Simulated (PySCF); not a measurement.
Species: C₅H₁₃Si₂ (doublet state).
Geometry (GFN2-xTB, Å), atoms numbered from 1 in this order:
```xyz
20
C5H13Si2 angstrom
C     -0.302   -1.855    1.023
C     -0.815   -0.787    0.354
C     -2.179   -0.926   -0.269
C     -0.146    0.446    0.201
Si    -0.862    1.837   -0.824
C      1.182    0.665    0.818
Si     2.585   -0.002   -0.313
H     -0.855   -2.775    1.106
H      0.666   -1.846    1.488
H     -2.111   -0.857   -1.353
H     -2.625   -1.884   -0.014
H     -2.842   -0.134    0.076
H     -2.064    2.401   -0.192
H      0.147    2.897   -0.923
H     -1.213    1.402   -2.182
H      1.262    0.178    1.790
H      1.361    1.730    0.968
H      2.373   -1.426   -0.569
H      3.858    0.203    0.382
H      2.574    0.744   -1.571
```

The hyperfine couplings belong to this conformer and change with its torsions.

Identity: `C=C(C)[C]([SiH3])C[SiH3]` [radical].

The calculation used UKS B3LYP, pcH-1 on C H Si, non-relativistic, mean-field spin-orbit, GIAO (PySCF 2.14.0). One conformer (not necessarily the lowest) at the GFN2-xTB geometry, without solvent, vibrations or thermal averaging. A GFN2-xTB geometry isn't a minimum of the functional, and hyperfine couplings can be far from their values at a DFT geometry. No stability test was run, so a lower SCF solution isn't excluded. ⟨S²⟩ is 0.773 where a pure state has 0.75.

Question: The isotropic 13C couplings are +57.0, +43.6, -43.2, -18.2, +4.7 MHz. Assign them to C1; C2; C3; C4; C6.

Answer: 
| site | a_iso (MHz) | ρ(0) (bohr⁻³) | position | distance from C4 (Å) | spin population | largest \|T\| (MHz) |
| --- | --- | --- | --- | --- | --- | --- |
| C1 | +43.6 | +0.0388 | a main spin site | 2.45 | +0.56 | 81.5 |
| C2 | -43.2 | -0.0384 | 1 bond from C1 | 1.41 | -0.25 | 26.5 |
| C3 | +4.7 | +0.0042 | 2 bonds from C1 | 2.50 | +0.01 | 1.0 |
| C4 | +57.0 | +0.0508 | largest spin population | 0.00 | +0.68 | 102.2 |
| C6 | -18.2 | -0.0162 | 1 bond from C4 | 1.48 | -0.04 | 3.1 |

Question: The isotropic 29Si couplings are -65.7, +35.1 MHz. Assign them to Si5; Si7.

Answer: 
```csv
site,a_iso (MHz),ρ(0) (bohr⁻³),position,distance from C4 (Å),spin population,largest |T| (MHz)
Si5,+35.1,-0.0395,1 bond from C4,1.87,-0.03,2.1
Si7,-65.7,+0.0740,2 bonds from C4,2.81,+0.05,14.7
```

ρ(0) is the spin density at the nucleus and T the dipolar tensor; a_iso includes a spin–orbit part; entries for several nuclei are means. Largest spin populations (Mulliken): C4 (+0.68), C1 (+0.56) and C2 (-0.25). The positive populations add up to 1.39 and the negative ones to -0.39, together 2S = 1. The angles at C4 add up to 360.0°, so it is planar. Main spin sites, with 60 % or more of the largest population: C1, C4; positions count bonds from the nearest.

β density exceeds α density at some nuclei, such as Si5 (-0.0395), C2 (-0.0384) and C6 (-0.0162), spin density in bohr⁻³. In a single determinant that takes different orbitals for the two spins, that is spin polarisation.

Nuclei that the bonding pattern makes equivalent are averaged, as if the motion that swaps them (rotation, inversion, ring flip) were fast. The three 1H nuclei of mean +27.5 MHz run from -0.2 to 49.4 MHz in the frozen geometry. The three 1H nuclei of mean +4.2 MHz run from -2.4 to 14.4 MHz in the frozen geometry. The 1H value of +30.4 MHz is a mean of couplings from 24.7 to 36.0 MHz in this one geometry, not an average over conformers.
